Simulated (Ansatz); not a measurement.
Species: [Nb(F)4(OH)] (charge 0, multiplicity 1).

Question: Give a relaxed geometry from r2SCAN-D4/def2-SVP (Ansatz, an electronic-structure program).

Answer: One answer among several that fit: the end point of this relaxation, one of several conformers.
Cartesian coordinates (Å) in one orientation:
```xyz
7

Nb    -0.067     0.008     0.063
F      1.280    -0.796     1.077
F     -1.202    -0.158    -1.412
F      1.277     0.319    -1.199
F     -1.211    -1.219     0.889
O     -0.422     1.626     0.831
H     -0.618     2.473     1.243
```
